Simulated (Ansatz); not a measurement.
The same path of AlF2H3S (7 atoms, charge 0, multiplicity 1) was run twice with different band settings. Lost on the way: Al1–H2, H5–S6. Made: H2–H5.

Theory: RKS r2SCANh-D4/def2-SVP in Ansatz.

Relaxed end points:

```xyz
7
Properties=species:S:1:pos:R:3
Al -0.540 0.915 0.040
H 0.015 1.950 -1.005
F -0.537 1.270 1.669
F -1.709 -0.178 -0.442
H 1.037 -1.345 -1.105
S 1.288 -0.864 0.132
H 0.445 -1.748 0.711
```

```xyz
7
Properties=species:S:1:pos:R:3
Al -0.389 0.227 0.492
H 0.202 1.124 -1.418
F -0.279 1.744 1.139
F -1.788 -0.211 -0.277
H 0.764 0.624 -1.279
S 1.086 -1.274 1.002
H 0.404 -2.234 0.341
```

Common settings: spring 5.0 eV/Å²; optimiser quadratic models (default); start path through a guess of the saddle point; force threshold 0.05 eV/Å; iteration limit 60; end points relaxed.

| run | movable images | climbing image |
| --- | --- | --- |
| 1 | 5 | yes |
| 2 | 3 | no |

(1) What does each run give, and how far can it be trusted?

Results:

(1) Run 1: converged after 11 iterations, highest image 0.660 eV above the first end. A vibrational analysis at the climbing image gives one clearly imaginary mode, 909i cm⁻¹: a first-order saddle point.
Run 2: converged after 11 iterations, highest image 0.251 eV above the first end. No image climbed, so the highest image needn't sit at the top of the path. A band with more images between the same ends climbed to 0.66 eV, so this one has probably stepped over the top. So few images can step over the top or miss a turn of the path.
The orbitals stay closed-shell, which can raise the energy where a bond breaks towards radicals; this wasn't checked here.
